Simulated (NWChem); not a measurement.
Molecule: C3H5ClSi; SMILES C=C=C[SiH2]Cl

```xyz
10

C     -0.2133    -3.2328    -0.4737
C     -0.2773    -2.0764     0.1319
C     -0.3185    -0.9040     0.7185
Si     0.7246     0.5073     0.1001
Cl    -0.4755     2.0593    -0.6174
H      0.5110    -3.9885    -0.1786
H     -0.8875    -3.4806    -1.2904
H     -0.9659    -0.7620     1.5861
H      1.5846     0.0420    -1.0110
H      1.5390     1.0908     1.1940
```
Atoms are numbered in this order, from 1.

All runs: NWChem. Pople sets run with spherical d functions. STO-3G and 3-21G are far too small for this property and stand as cheap habits. Geometry: optimised at B3LYP/6-31G* (spherical d). GIAO values for the isolated, static molecule; σ is the absolute isotropic shielding, δ = σ(reference) − σ with the isolated reference molecule computed at the same levels (13C: tetramethylsilane, 1H: tetramethylsilane, 29Si: tetramethylsilane).

| level | δ C1 (ppm) | δ C3 (ppm) | δ Si4 (ppm) | σ Cl5 (ppm) | δ H6 (ppm) | δ H7 (ppm) | δ H9 (ppm) |
|---|---|---|---|---|---|---|---|
| Hartree-Fock/STO-3G | 80.0 | 74.5 | -23.9 | 1231.8 | 4.58 | 4.65 | 2.86 |
| Hartree-Fock/6-31G* | 71.0 | 72.6 | -1.7 | 1027.5 | 4.57 | 4.64 | 5.08 |
| B3LYP/6-31G* | 66.2 | 72.3 | 9.9 | 976.0 | 4.29 | 4.36 | 5.20 |
| B3LYP/6-311G** | [?] | [?] | [?] | [?] | [?] | 4.69 | [?] |

Task: Complete the blanks.

Result: 
- B3LYP/6-311G**, δ C1 (ppm): 71.7
- B3LYP/6-311G**, δ C3 (ppm): 81.1
- B3LYP/6-311G**, δ Si4 (ppm): -10.7
- B3LYP/6-311G**, σ Cl5 (ppm): 943.7
- B3LYP/6-311G**, δ H6 (ppm): 4.63
- B3LYP/6-311G**, δ H9 (ppm): 5.27
